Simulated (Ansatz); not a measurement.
Consider the formal exchange of groups at the Si–C bond: `C#C[SiH2]C=O` + `C#CCCl` → `C#C[SiH2]CCl` + `C#CC=O`.

Program: Ansatz. Geometries: PBE0-D4/def2-TZVP. ΔE: electronic, gas phase. CCSD(T)/CBS adds triple-zeta CCSD(T) − MP2 to the extrapolated MP2 energy (def2 sets, frozen cores). Functionals use def2-TZVPP. B3LYP here is the variant with VWN-RPA as its local correlation; programs differ in this. Each species was taken in one conformer, which may not be the lowest.

`C#C[SiH2]C=O`:

Cartesian coordinates in Å:
```
C 0.668 0.712 -2.266
C 0.417 0.073 -1.274
Si 0.015 -0.817 0.262
C -0.588 0.450 1.589
O -0.925 0.071 2.680
H 0.892 1.270 -3.146
H -1.074 -1.793 0.024
H 1.219 -1.501 0.791
H -0.623 1.536 1.339
```

`C#CCCl`:

```xyz
7

C     0.609   -1.599   -0.317
C     0.242   -0.481   -0.086
C    -0.183    0.868    0.197
Cl   -1.943    1.089   -0.042
H     0.931   -2.592   -0.524
H     0.029    1.136    1.232
H     0.315    1.581   -0.460
```

`C#C[SiH2]CCl`:

```xyz
10

C     0.451    0.593   -2.496
C    -0.052    0.472   -1.407
Si   -0.799    0.293    0.243
C     0.438   -0.497    1.420
Cl    0.829   -2.153    0.889
H     0.896    0.696   -3.459
H    -1.152    1.640    0.764
H    -2.013   -0.552    0.157
H     1.370    0.068    1.458
H     0.032   -0.560    2.431
```

`C#CC=O`:

```xyz
6

C     1.093   -1.042    0.262
C     0.245   -0.223    0.028
C    -0.792    0.756   -0.193
O    -0.993    1.294   -1.249
H     1.851   -1.767    0.451
H    -1.404    0.982    0.701
```

(1) Is it downhill or uphill in electronic energy at CCSD(T)/CBS, and by how much? (Estimate.)

(2) What do these levels give: B3LYP-D4, B2PLYP, PBE, PBE0, SCS-MP2/def2-TZVPP, HF/def2-QZVPP? (An estimate is asked.)

Largest T1 diagnostic among the species: 0.016.

Answers

(1) The calculation gave: Downhill: ΔE = -33.3 kJ/mol.

(2) Computed: B3LYP-D4 -32.9, B2PLYP -32.9, PBE -30.9, PBE0 -32.0, SCS-MP2/def2-TZVPP -34.7, HF/def2-QZVPP -28.8 kJ/mol.

In def2-TZVPP, CCSD(T) changes the Hartree–Fock value by −4.7 kJ/mol (the triples alone add −1.5 kJ/mol) and MP2 by −8.4 kJ/mol.
